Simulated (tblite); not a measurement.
A tight-binding relaxation on `C=CC/P=C(\F)C(C)C`.

Computed with GFN2-xTB geometry optimisation, gas phase (tblite 0.8.0). Start geometry: from a force field or distance geometry. The command runs a driver script over a list of jobs; the input below is this job's line of settings and its coordinates in Å.

Command:
```bash
OMP_NUM_THREADS=1 python probes_run.py task.json out
```

Input:
```
{"job": {"kind": "relax", "xc": "GFN2-xTB", "basis": "xTB"}, "charge": 0, "multiplicity": 1}
C      3.754800    -0.207100     0.499400
C      2.912900     0.814300     0.167000
C      2.120300     0.723500    -1.082000
P      0.319200     0.809400    -0.660100
C     -0.395900    -0.360200     0.337800
F      0.342700    -1.398800     0.833300
C     -1.856000    -0.278800     0.670200
C     -2.360000     0.977700    -0.036700
C     -2.623400    -1.427100     0.005500
H      4.309900    -0.119700     1.417500
H      3.797000    -1.056800    -0.175000
H      2.842800     1.679100     0.845300
H      2.321200    -0.272600    -1.539500
H      2.340000     1.560600    -1.788400
H     -1.999500    -0.240200     1.756700
H     -3.466100     0.926600    -0.063100
H     -1.966300     1.891700     0.430800
H     -1.927200     0.889200    -1.073600
H     -2.212400    -2.411200     0.243900
H     -3.679800    -1.298100     0.305200
H     -2.583300    -1.184500    -1.094600
```

Output:
```
step      E/eV     max force
  0    -768.94833    2.577
  1    -769.15167    2.117
  2    -769.28918    0.662
  3    -769.37624    0.609
  4    -769.42240    0.507
  5    -769.46987    0.456
  6    -769.51618    0.542
  7    -769.57439    0.698
  8    -769.62029    0.542
  9    -769.65101    0.370
... (142 lines left out)
152    -769.95731    0.028
153    -769.95741    0.022
154    -769.95751    0.025
155    -769.95760    0.033
156    -769.95767    0.032
157    -769.95771    0.019
158    -769.95774    0.014
159    -769.95776    0.013
160    -769.95779    0.013
161    -769.95780    0.010
```

«max force» is the largest atomic force in eV/Å.

**Question.** From which step on does the largest force stay under 0.1 eV/Å, and how much energy is left to gain from there?

**Answer.** From step 67 (0.088 eV/Å), 16.9 meV above the end.

Main results: energy lowered by 23.3 kcal/mol over 161 steps; largest atomic force 0.010 eV/Å at the end.

**Question.** Estimate the wall time. Hardware: an Arm Neoverse N1 with one thread, shared host.

**Answer.** About 2.1 s.
Labels such as C1 count atoms from 1, the log's own numbers from 0.
